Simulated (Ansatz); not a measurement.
Cartesian coordinates in Å:
```
F -0.415 0.839 -2.407
C -0.353 -0.073 -1.429
F 0.105 -1.208 -1.952
F -1.597 -0.297 -0.995
C 0.536 0.445 -0.317
O 0.618 -0.503 0.712
B -0.015 -0.315 1.884
Cl 0.098 -1.575 3.087
H 0.120 1.396 0.029
H 1.532 0.610 -0.731
H -0.628 0.681 2.121
```

The species carries charge 0 and has multiplicity 1.

Problem. List the PBE/def2-TZVPP orbital energies in eV (Ansatz 0.2.0). (Estimate.)

Solution. The calculation gave: Occupied: -2739.16, -661.31, -661.27, -661.23, -511.91, -275.72, -271.57, -249.75, -190.44, -190.31, -190.25, -178.97, -33.48, -31.09, -31.05, -27.25, -21.01, -19.70, -17.04, -15.25, -15.08, -14.64, -13.74, -12.62, -11.62, -11.47, -11.47, -10.73, -10.46, -10.38, -9.89, -9.71, -9.05, -8.55, -7.97, -7.69. Lowest empty: -1.70, 0.25, 0.65, 1.16, 1.49, 1.91, 2.25, 2.39.
